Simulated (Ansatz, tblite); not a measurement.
Cost and result up the ladder for the cluster GeO4H4 (9 atoms). The state is a singlet with charge 0. Geometry: PBE-D4/def2-SVP.

```xyz
9

Ge    0.570    0.124    0.294
O    -1.253    0.358    0.395
O     1.324    1.719    0.497
O     0.900   -0.475   -1.354
O    -1.715   -0.970   -0.059
H     0.113   -0.976   -1.648
H     1.185    2.261   -0.304
H    -2.199   -1.262    0.741
H     1.073   -0.779    1.438
```

Ansatz on 4 threads of Arm Neoverse V2 on a shared host; xTB runs through tblite on one thread. Times are rough, summed over both states, and most runs start from the orbitals of an earlier one. PBE0-D4/def2-TZVP serves as the yardstick here, not as an exact answer. Differences are given only for rows in sets of like size (and for xTB, whose basis is part of the method), since another set adds its own error. The other state is a doublet.

The xTB rows come from tblite. Correlated methods freeze 13 core orbitals; core or outer-core shells of Ge are correlated, in sets that lack core-valence functions. The rows differ in basis, and correlated rows in double-zeta sets carry the largest basis error. In CCSD on the charge 1 doublet the largest single amplitude is 0.46, so its Hartree–Fock determinant may place the open shell otherwise than the density functionals do. The structure holds one bond between oxygen atoms, so isomers without such links may lie far lower. The structure comes from a short search, and lower isomers may exist.

Run but left out: HF/def2-SVP, MP2/def2-SVP (charge +1 doublet: a determinant that CCSD turns far, T1 0.066).

Correlated methods converge slowly with the basis, most of all in double-zeta sets.

Raw xTB energies of ions are shifted by several eV.

```csv
level,functions,wall time,vertical IE (eV),difference from PBE0-D4/def2-TZVP (eV),remarks
GFN2-xTB,29,0.006 s,15.37,4.77,–
GFN1-xTB,33,0.009 s,16.10,5.51,–
PBE-D4/def2-TZVP (with forces),196,4.3 s,9.89,-0.71,–
PBE0-D4/def2-TZVP,196,7.7 s,10.60,0.00,–
r2SCAN-D4/def2-TZVP,196,9.2 s,10.16,-0.44,–
CCSD(T)/def2-SVP,108,56 s,10.60,–,"large T1 (0.066) (+1 doublet), spin-contaminated (⟨S²⟩ 0.85) (+1 doublet)"
```
